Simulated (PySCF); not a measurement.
Breaking a bond: BeH (cation, charge +1), singlet.

- RKS-B3LYP = restricted B3LYP/cc-pVTZ (PySCF)
- UMP2 = MP2 on UHF/cc-pVTZ run with PySCF 2.14.0
- RMP2 = MP2 on RHF/cc-pVTZ (PySCF 2.14.0)
- UCCSD(T) = CCSD(T) on UHF/cc-pVTZ in PySCF

Energies relative to the lowest point of each curve near equilibrium, in mEh:

```tsv
R / Å	RKS-B3LYP	UMP2	RMP2
1.13	13.5	12.2	12.2
1.20	4.7	3.9	3.9
1.23	2.4	1.8	1.8
1.30	0.0	0.0	0.0
1.42	2.7	3.7	3.7
1.78	34.4	48.0	38.5
2.20	77.8	83.1	84.8
2.40	95.4	91.1	103.3
2.90	127.8	101.3	136.3
3.24	141.9	104.2	148.9
3.60	151.5	105.6	155.2
4.01	157.9	106.3	156.0
```

### Question
What does UCCSD(T) give at the same points?

### Answer
1.13: 12.7; 1.20: 4.2; 1.23: 2.1; 1.30: 0.0; 1.42: 3.1; 1.78: 34.0; 2.20: 71.6; 2.40: 84.8; 2.90: 104.7; 3.24: 110.8; 3.60: 113.8; 4.01: 114.9 (mEh).

At the longest distance RKS-B3LYP leaves fractional charges on the fragments, a sign of delocalisation error or of the restricted form. The restricted form behind RKS-B3LYP, RMP2 keeps the bonding electrons paired and can't separate into open-shell fragments. The unrestricted determinant behind UMP2, UCCSD(T) is spin-contaminated at 1.78 to 5.26 Å (<S²> up to 1.0, against 0.00 for a pure singlet). The T1 diagnostic of CCSD on the restricted reference of RMP2 exceeds 0.045 at 2.67 to 5.26 Å.
